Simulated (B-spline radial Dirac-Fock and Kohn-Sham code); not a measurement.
**Subshell photoionisation cross sections of W⁶⁺ against photon energy**

System: the W⁶⁺ ion in the configuration [Xe] 4f14.

Model: the independent-particle Dirac-Slater model, thresholds from Dirac-Fock. Program: a radial finite-basis atomic code. Values are in kb per electron; a dash marks an energy below the computed threshold. Values for outer subshells far above threshold carry numerical ripple of a few per cent.

```csv
hν (eV),1s,3p1/2,3d5/2,4d5/2,4f7/2
126,–,–,–,–,339
300,–,–,–,–,365
408,–,–,–,51.8,243
600,–,–,–,67.1,116
823,–,–,–,54.2,53.2
2000,–,–,90.3,12.2,3.49
2984.4,–,19.5,31.3,4.75,0.839
8047.8,–,3.47,1.45,0.277,0.0163
30000,–,0.139,0.0122,0.00274,4.25e-05
31400,–,0.122,0.0102,0.00231,3.42e-05
31600,–,0.120,0.00994,0.00225,3.32e-05
200000,0.0803,0.000544,6.72e-06,1.64e-06,5.60e-09
```

At 200000 eV the multipoles beyond E1 give 34.1 % of 1s, 53.8 % of 3p1/2, 74.3 % of 3d5/2, 74.1 % of 4d5/2, 85.4 % of 4f7/2.
